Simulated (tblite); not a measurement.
H2Cl2Si, triplet, at a GFN2-xTB geometry (a higher spin typed on purpose: for a closed-shell molecule this is an excited state); GFN1-xTB (tblite).

tblite was given this input:
```
$ tblite run mol.xyz --method gfn1 --charge 0 --spin 2 --grad --json tblite.json --no-restart

# file mol.xyz
5

Si    -0.00498940    -0.22294650    -0.21586766
Cl     2.17084122    -0.04892192     0.18430714
Cl    -2.17086610     0.18561930     0.04242559
H      0.01953520     0.85956253     0.82312830
H      0.05073932    -0.06216708    -1.65543747
```

Output, abridged:

```
xTB calculator
 | screened Coulomb repulsion
 | Coulomb electrostatics
 |  * isotropic Klopman-Ohno-Mataga-Nishimoto electrostatics
 |  * onsite third-order electrostatics
 | DFT-D3(BJ) dispersion correction

halogen bonding energy    0.0000000000000E+00 Eh
repulsion energy          2.3158391355219E-02 Eh
dispersion energy        -1.6468981083176E-03 Eh
number of electrons       2.0000000000000E+01 e
integral cutoff           2.8146159136829E+01 bohr

------------------------------------------------------------
  cycle        total energy    energy error   density error
------------------------------------------------------------
      1     -11.38721532063  -1.1408727E+01   3.0829772E-01
      2     -11.38896722914  -1.7519085E-03   1.8162473E-01
      3     -11.38902055608  -5.3326938E-05   1.1569423E-02
      4     -11.38905310438  -3.2548300E-05   2.9391217E-03
      5     -11.38905463921  -1.5348319E-06   8.6927649E-04
      6     -11.38905482670  -1.8748252E-07   2.1275774E-04
      7     -11.38905487034  -4.3645549E-08   6.0092213E-05
      8     -11.38905487358  -3.2373393E-09   3.8702153E-06
------------------------------------------------------------

electronic energy        -1.1410566366826E+01 Eh
total energy             -1.1389054873579E+01 Eh

Post processing:
 | Mayer-Wiberg bond orders

[Info] Tight-binding results written to 'tblite.txt'
[Info] JSON dump of results written to 'tblite.json'
```
